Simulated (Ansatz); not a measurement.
Cl2FHSSi (`F[Si](S)(Cl)Cl`), relaxed with RKS PBE0-D4/def2-TZVP in the Gaussian-basis code of Ansatz from a PBE-D4/def2-SVP geometry. The force threshold is 0.005 eV/Å; the program also tests the step.

Total charge 0; spin multiplicity 1.

Start:

```xyz
6

F     0.586    1.462    0.805
Si    0.426    0.061   -0.005
S    -1.331   -0.976    0.580
Cl    2.017   -1.146    0.453
Cl    0.447    0.559   -2.000
H    -2.145    0.040    0.167
```

```tsv
step	energy (eV)	largest force (eV/Å)	largest move (Å)
1	-46482.0840	1.084	0.000
2	-46482.1344	0.646	0.038
3	-46482.1457	0.208	0.018
4	-46482.1467	0.077	0.017
5	-46482.1471	0.011	0.008
6	-46482.1471	0.003	0.004
7	-46482.1472	0.004	0.008
8	-46482.1472	0.006	0.009
9 (rejected)	-46482.1432	0.367	0.015
10	-46482.1472	0.000	0.002
```

End:

```xyz
6

F     0.605    1.429    0.794
Si    0.424    0.068    0.008
S    -1.316   -0.943    0.603
Cl    1.993   -1.129    0.441
Cl    0.417    0.559   -1.959
H    -2.122    0.017    0.113
```

Run time 110 s (2 threads of a server CPU on a shared host); peak host memory 0.6 GiB.
